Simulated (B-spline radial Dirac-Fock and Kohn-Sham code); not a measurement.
**Levels of muonic ¹⁹⁶Pb**

Nucleus: ¹⁹⁶Pb, Fermi distribution (skin thickness 2.3 fm), rms radius 5.4444 fm (measured, Angeli and Marinova 2013).

Input file task.json (cfg lists n, l and occupation; rrms is the nuclear radius in fm):

```json
{"items": [{
  "Z": 82,
  "q": 0,
  "cfg": [[1, 0, 2], [2, 0, 2], [2, 1, 6], [3, 0, 2], [3, 1, 6], [3, 2, 10], [4, 0, 2], [4, 1, 6], [4, 2, 10], [4, 3, 14], [5, 0, 2], [5, 1, 6], [5, 2, 10], [6, 0, 2], [6, 1, 2]],
  "A": 196,
  "rrms": 5.4444,
  "do": "muonic",
  "nuclei": [[196, 195.972788, 5.4444, "measured", "fermi"]]
}]}
```

Command: `python xray2_run.py task.json out`

Calculated with a radial atomic solver, using the Dirac equation of a negative muon with reduced mass in the field of a spherical finite nucleus, with the Uehling potential to all orders; nuclear polarisation, deformation, hyperfine structure, self-energy, higher-order vacuum polarisation, relativistic recoil and electron screening are left out.

```csv
level,binding (keV),"point nucleus, no QED (keV)",vacuum polarisation (keV),⟨r⟩ (fm)
1s1/2,10650,20990,67.860,8.2
2s1/2,3612,5385,19.501,24.2
2p1/2,4823,5385,32.536,15.3
2p3/2,4635,4837,29.942,16.1
3s1/2,1769,2330,7.571,49.7
3p1/2,2142,2330,10.828,38.2
3p3/2,2094,2166,10.284,39.1
3d3/2,2173,2166,10.530,31.2
3d5/2,2130,2122,9.869,32.2
4d3/2,1218,1216,4.560,63.1
4d5/2,1201,1197,4.310,64.2
4f5/2,1201,1197,3.780,54.8
4f7/2,1192,1188,3.672,55.5
```

Task: By how much does the finite nuclear size lower the 1s binding energy?

Result: By 10410 keV, 49.58 % of the point-nucleus value (point value plus vacuum polarisation less the binding energy). The 1s orbit has ⟨r⟩ = 8.2 fm.
